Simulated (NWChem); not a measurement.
## H₄OSi

SMILES: [SiH3]O
```xyz
6

Si     0.5275    -0.0898     0.0000
O     -1.0959     0.2835     0.0000
H      0.9203    -0.8819    -1.2089
H      1.2536     1.2083     0.0000
H      0.9203    -0.8819     1.2089
H     -1.7115    -0.4547     0.0000
```
Charge 0, spin multiplicity 1.

The numbers come from NWChem runs, not from measurements. Structure: optimised with PBE0/def2-SVP, a minimum by its harmonic frequencies.

Symmetry labels belong to the abelian group Cs used in the runs, with the axes of the coordinates shown.

The structure started from a generated list of species.

List the lowest 6 singlet excitations that TD-PBE0/aug-cc-pVDZ gives, with oscillator strengths.


| state | symmetry | energy (eV) | wavelength (nm) | f |
|---|---|---|---|---|
| 1 | a" | 6.77 | 183 | 0.003 |
| 2 | a' | 7.55 | 164 | 0.009 |
| 3 | a" | 7.84 | 158 | 0.052 |
| 4 | a" | 8.34 | 149 | 0.025 |
| 5 | a' | 8.49 | 146 | 0.073 |
| 6 | a" | 8.50 | 146 | 0.022 |
